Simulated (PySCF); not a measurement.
**Sc: excitation energy**

Sc [Ar] 3d1 4s2 (2D) → Sc [Ar] 3d1 4s1 4p1 (high-spin determinant), as a difference of total energies. All numbers are calculated (PySCF 2.14, scalar relativity by spin-free X2C-1e, in x2c-QZVPPall (11s7p5d3f2g, 96 functions)). Correlated levels: valence: [Ar] frozen; valence and next inner shell: [Ne] frozen. The calculations carry no spin-orbit coupling.

```
                                method  excitation energy (eV)
                                   UHF                   0.957
                                   LDA                   2.019
                                   PBE                   1.888
                                  PBE0                   1.724
                               wB97M-V                   2.133
                               LC-wPBE                   1.408
                                  BP86                   1.961
                                PBEsol                   1.860
                         MP2 (valence)                   1.605
                     SCS-MP2 (valence)                   1.804
    MP2 (valence and next inner shell)                   1.866
SCS-MP2 (valence and next inner shell)                   1.988
```

Q: How much does correlation contribute at MP2 (valence and next inner shell)?

A: 1.866 − (0.957) = 0.909 eV, measured against UHF.

A first-order spin-orbit estimate (lowest level to lowest level, LS coupling) adds -0.008 eV.

The basis was made for the ground configuration and has no added diffuse functions, so the excitation energy can come out too high.

The determinant of the upper state mixes LS terms, which raises its energy above the lowest term, most at the Hartree-Fock and MP2 levels.
